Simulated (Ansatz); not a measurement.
Cost and result up the ladder for the cluster Cs2I2 (the lowest singlet isomer of a short search) (4 atoms). Charge 0, multiplicity 1. Geometry: B3LYP-D4/def2-SVP.

```xyz
4

Cs    0.329   -2.109   -1.350
Cs   -0.329    2.109    1.350
I    -2.495    0.112   -0.784
I     2.495   -0.112    0.784
```

Ansatz on 4 threads of Arm Neoverse V2 on a shared host. Times are rough, and most runs start from the orbitals of an earlier one. ωB97M-V/def2-TZVP serves as the yardstick here, not as an exact answer. Differences are given only for rows in sets of like size (and for xTB, whose basis is part of the method), since another set adds its own error. Binding counts from free atoms at the same level (Cs doublet, I doublet; other spins of the atoms weren't run), without zero-point energy or a counterpoise term.

In the def2 sets Cs, I take a core potential; there is no spin–orbit coupling. Correlated methods freeze 8 core orbitals; core or outer-core shells of Cs, I are correlated, in sets that lack core-valence functions. The structure comes from a short search, and lower isomers may exist.

Correlated methods converge slowly with the basis.

| level | functions | binding energy per atom (eV) | difference from ωB97M-V/def2-TZVP (eV) |
| --- | --- | --- | --- |
| CCSD(T)/def2-TZVPP | 172 | 2.11 | -0.10 |
| RPA@PBE/def2-TZVP | 158 | 1.90 | -0.31 |
| PBE-D4/def2-SVP | 100 | 2.13 | – |
| r2SCAN-D4/def2-TZVPD | 182 | 2.22 | 0.00 |
| MP2/def2-TZVP | 158 | 2.18 | -0.03 |
| PBE-D4/def2-TZVPD | 182 | 2.14 | -0.07 |
| revPBE-D4/def2-TZVP | 158 | 2.07 | -0.14 |
| r2SCAN-D4/def2-TZVP | 158 | 2.21 | 0.00 |
| CAM-B3LYP-D4/def2-TZVP | 158 | 2.14 | -0.07 |
| ωB97M-V/def2-TZVP | 158 | 2.21 | 0.00 |
| BHLYP-D4/def2-TZVP | 158 | 2.16 | -0.05 |
| PBE-D4/def2-TZVP (with forces) | 158 | 2.14 | -0.07 |
| PBE0-D4/def2-TZVPD | 182 | 2.17 | -0.04 |
| PBE0-D4/def2-TZVP | 158 | 2.17 | -0.05 |

(1) Estimate how long each takes.

## Answers

(1) PBE-D4/def2-SVP 1.3 s; MP2/def2-TZVP 1.6 s; revPBE-D4/def2-TZVP 1.9 s; PBE-D4/def2-TZVP (with forces) 2.1 s; PBE-D4/def2-TZVPD 2.6 s; PBE0-D4/def2-TZVP 2.6 s; CAM-B3LYP-D4/def2-TZVP 2.9 s; r2SCAN-D4/def2-TZVP 3.2 s; PBE0-D4/def2-TZVPD 3.2 s; BHLYP-D4/def2-TZVP 3.2 s; RPA@PBE/def2-TZVP 4.4 s; r2SCAN-D4/def2-TZVPD 4.6 s; ωB97M-V/def2-TZVP 12 s; CCSD(T)/def2-TZVPP 96 s. On shared hardware such times vary by a factor of up to 3.
